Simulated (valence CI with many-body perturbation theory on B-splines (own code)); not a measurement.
**Ba51+: electric-dipole lines**

Computed by configuration interaction combined with many-body perturbation theory (CI+MBPT): three valence electrons over a frozen Dirac-Fock core [He], radial functions for each j: 11 s, 11 p, 9 d, 7 f, 5 g, 2 h, 1 i, with the one-electron correlation potential Σ1, the two-electron term Σ2, the three-electron term Σ3, Breit, model QED; selected CI, second order for the rest (own B-spline code, finite nucleus).

No measured spectrum was set against this ion. As an estimate, large intervals hold to a few tenths of a per cent, small ones and those within an open d or f shell to about a per cent.

Lines 201 to 250 of 283 in falling wavelength, among levels below 6641.1 eV, chosen from the strongest by gf and those to the six lowest levels. Wavelengths and rates use the calculated energies. Electric multipoles are in the length gauge, E1 and E2 with the static RPA response of the core. Weak lines are less certain than strong ones. Lines between different terms over intervals too small for the method are left out, as are lines whose strength nearly cancels. The highest levels of a list are the least certain.

Levels are named by their leading jj configuration (3d3/2^4 stands for four electrons in 3d with j = 3/2), which in mixed levels can hold well under half, so a name can repeat and another be missing. Letters in brackets count levels of one name in rising energy.

```
λ vac (nm)                          Upper                       Lower   A (s⁻¹)  log gf  Branch %
    0.2136     (2s 2p3/2 3d5/2) J=3/2 [a]  (2s 2p1/2 2p3/2) J=3/2 [b]  6.51e+13   -0.75      19.0
    0.2136     (2s 2p3/2 3d5/2) J=3/2 [a]      (2s 2p1/2 2p3/2) J=1/2  6.47e+13   -0.75      18.9
    0.2136     (2s 2p3/2 3p1/2) J=3/2 [a]          (2s^2 2p3/2) J=3/2  4.96e+13   -0.87      98.7
    0.2136  (2p1/2 2p3/2 3d5/2) J=5/2 [a]       (2p1/2^2 2p3/2) J=3/2  3.97e+13   -0.79       7.8
    0.2135         (2s 2p3/2 3p1/2) J=5/2          (2s^2 2p3/2) J=3/2  1.23e+14   -0.30      98.4
    0.2134         (2s 2p1/2 3p1/2) J=3/2          (2s^2 2p1/2) J=1/2  1.95e+14   -0.27      99.5
    0.2133         (2s 2p1/2 3d3/2) J=1/2          (2s 2p1/2^2) J=1/2  8.08e+14    0.04      95.7
    0.2133     (2s 2p3/2 3d3/2) J=5/2 [a]      (2s 2p1/2 2p3/2) J=5/2  3.27e+14    0.13      54.8
    0.2133     (2s 2p3/2 3d3/2) J=3/2 [a]      (2s 2p1/2 2p3/2) J=5/2  1.42e+14   -0.41      20.4
    0.2132  (2p1/2 2p3/2 3p1/2) J=3/2 [b]  (2s 2p1/2 2p3/2) J=3/2 [b]  5.09e+13   -0.86      26.0
    0.2131  (2p1/2 2p3/2 3p1/2) J=3/2 [b]      (2s 2p1/2 2p3/2) J=1/2  1.71e+13   -1.33       8.7
    0.2131         (2s 2p3/2 3d3/2) J=7/2      (2s 2p1/2 2p3/2) J=5/2  4.46e+14    0.39      98.9
    0.2130     (2s 2p1/2 3d3/2) J=3/2 [b]          (2s 2p1/2^2) J=1/2  5.39e+14    0.17      84.0
    0.2129         (2s 2p3/2 3d5/2) J=1/2      (2s 2p1/2 2p3/2) J=1/2  7.54e+13   -0.99      12.5
    0.2126  (2p1/2 2p3/2 3p1/2) J=3/2 [a]      (2s 2p1/2 2p3/2) J=5/2  7.36e+11   -2.70       0.8
    0.2125     (2s 2p3/2 3d3/2) J=5/2 [b]  (2s 2p1/2 2p3/2) J=3/2 [b]  3.94e+14    0.20      90.9
    0.2124     (2s 2p3/2 3d3/2) J=3/2 [b]  (2s 2p1/2 2p3/2) J=3/2 [b]  1.35e+14   -0.44      22.5
    0.2124     (2s 2p3/2 3d3/2) J=3/2 [b]      (2s 2p1/2 2p3/2) J=1/2  1.71e+14   -0.33      28.6
    0.2123     (2s 2p1/2 3p1/2) J=1/2 [b]          (2s^2 2p1/2) J=1/2  7.04e+13   -1.02      97.0
    0.2123      (2p1/2 2p3/2 3p1/2) J=5/2      (2s 2p1/2 2p3/2) J=5/2  2.33e+13   -1.03      11.8
    0.2123          (2p1/2^2 3p1/2) J=1/2          (2s 2p1/2^2) J=1/2  1.58e+13   -1.67      30.2
    0.2122     (2s 2p3/2 3d3/2) J=1/2 [b]      (2s 2p1/2 2p3/2) J=1/2  3.22e+14   -0.36      69.7
    0.2121     (2s 2p3/2 3d3/2) J=1/2 [a]  (2s 2p1/2 2p3/2) J=3/2 [a]  5.79e+14   -0.11      92.6
    0.2121     (2s 2p3/2 3d3/2) J=5/2 [a]  (2s 2p1/2 2p3/2) J=3/2 [a]  2.30e+14   -0.03      38.5
    0.2121     (2s 2p3/2 3d3/2) J=3/2 [a]  (2s 2p1/2 2p3/2) J=3/2 [a]  4.52e+14    0.09      64.8
    0.2119             (2s^2 3d3/2) J=3/2          (2s^2 2p1/2) J=1/2  3.87e+14    0.02      81.3
    0.2118     (2s 2p3/2 3d5/2) J=5/2 [a]      (2s 2p1/2 2p3/2) J=5/2  1.70e+12   -2.16       0.4
    0.2116         (2s 2p1/2 3d5/2) J=3/2          (2s 2p1/2^2) J=1/2  2.58e+12   -2.16       0.5
    0.2115     (2s 2p3/2 3d5/2) J=7/2 [a]      (2s 2p1/2 2p3/2) J=5/2  2.38e+13   -0.89       3.3
    0.2114      (2p1/2 2p3/2 3p1/2) J=1/2  (2s 2p1/2 2p3/2) J=3/2 [a]  3.20e+13   -1.37      44.1
    0.2114  (2p1/2 2p3/2 3p1/2) J=3/2 [a]  (2s 2p1/2 2p3/2) J=3/2 [a]  3.05e+12   -2.09       3.1
    0.2113  (2p1/2 2p3/2 3p1/2) J=3/2 [b]      (2s 2p1/2 2p3/2) J=5/2  1.08e+14   -0.54      55.1
    0.2112         (2s 2p3/2 3p1/2) J=1/2          (2s^2 2p3/2) J=3/2  1.10e+14   -0.83      96.7
    0.2112     (2s 2p3/2 3p1/2) J=3/2 [b]          (2s^2 2p3/2) J=3/2  8.63e+13   -0.64      97.0
    0.2106     (2s 2p3/2 3d3/2) J=5/2 [b]      (2s 2p1/2 2p3/2) J=5/2  1.90e+12   -2.12       0.4
    0.2105     (2s 2p3/2 3d5/2) J=3/2 [a]  (2s 2p1/2 2p3/2) J=3/2 [a]  6.67e+11   -2.75       0.2
    0.2105     (2s 2p3/2 3d3/2) J=3/2 [b]      (2s 2p1/2 2p3/2) J=5/2  1.66e+12   -2.36       0.3
    0.2101  (2p1/2 2p3/2 3p3/2) J=1/2 [a]      (2s 2p1/2 2p3/2) J=1/2  9.48e+13   -0.90      62.2
    0.2101  (2p1/2 2p3/2 3p1/2) J=3/2 [b]  (2s 2p1/2 2p3/2) J=3/2 [a]  1.23e+13   -1.49       6.3
    0.2099  (2p1/2 2p3/2 3p3/2) J=3/2 [a]  (2s 2p1/2 2p3/2) J=3/2 [b]  6.44e+13   -0.77      41.3
    0.2099  (2p1/2 2p3/2 3p3/2) J=3/2 [a]      (2s 2p1/2 2p3/2) J=1/2  5.31e+13   -0.85      34.1
    0.2098     (2s 2p3/2 3d5/2) J=7/2 [b]      (2s 2p1/2 2p3/2) J=5/2  7.01e+12   -1.43       3.9
    0.2096     (2s 2p3/2 3p3/2) J=3/2 [a]          (2s^2 2p3/2) J=3/2  9.10e+13   -0.62      87.9
    0.2095     (2s 2p3/2 3d3/2) J=5/2 [b]  (2s 2p1/2 2p3/2) J=3/2 [a]  2.68e+12   -1.98       0.6
    0.2094     (2s 2p1/2 3p3/2) J=3/2 [a]          (2s^2 2p1/2) J=1/2  6.17e+13   -0.79      98.9
    0.2093  (2p1/2 2p3/2 3p3/2) J=3/2 [b]  (2s 2p1/2 2p3/2) J=3/2 [b]  4.48e+13   -0.93      28.9
    0.2093  (2p1/2 2p3/2 3p3/2) J=3/2 [b]      (2s 2p1/2 2p3/2) J=1/2  3.96e+13   -0.98      25.5
    0.2093     (2s 2p3/2 3p3/2) J=1/2 [a]          (2s^2 2p3/2) J=3/2  1.06e+14   -0.86      73.0
    0.2092     (2s 2p3/2 3p3/2) J=5/2 [a]          (2s^2 2p3/2) J=3/2  1.02e+14   -0.39      89.0
    0.2091         (2s 2p1/2 3p3/2) J=1/2          (2s^2 2p1/2) J=1/2  1.30e+14   -0.77      84.3
```
